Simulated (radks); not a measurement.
Species: S V. Configuration: [Ne] 3s2.

Method: scalar-relativistic Kohn-Sham, r2SCAN, spin-polarised, spherical densities, finite nucleus; meta-GGA in the generalised Kohn-Sham scheme; Fermi nuclear charge, rms radius 3.2611 fm; computed with a radial shooting solver on a logarithmic mesh with Libxc functionals.

Energy parts (hartree):
total: -394.95583
kinetic: 396.59055
electron-nucleus: -915.46659
Hartree: 147.97492
exchange-correlation: -24.05472

Orbitals (lengths in bohr, moments of r in powers of bohr):
| orbital | occ. | eigenvalue (hartree) | <1/r> | <r> |
|---|---|---|---|---|
| 1s | 2 | -91.18921 | 15.66 | 0.09686 |
| 2s | 2 | -10.14320 | 3.090 | 0.4752 |
| 2p | 6 | -8.04485 | 2.974 | 0.4389 |
| 3s | 2 | -2.43116 | 0.9345 | 1.474 |

The highest occupied level is 3s at -66.155 eV. Summed over all electrons, <r^2> = 6.943 bohr^2, which gives a Langevin (diamagnetic) susceptibility term of -5.5 x 10^-6 cm^3/mol. For comparison, the ionisation energy in NIST's Atomic Spectra Database is 72.595 eV (measured). In exact Kohn-Sham theory the highest level is minus the ionisation energy, but local and semilocal functionals leave it too shallow, through self-interaction and a potential that decays too fast; potentials with the right tail come closer. The electron density at the nucleus is 2961 e/bohr^3 (large components only). The density falls to 0.001 e/bohr^3 at r = 2.80 bohr.
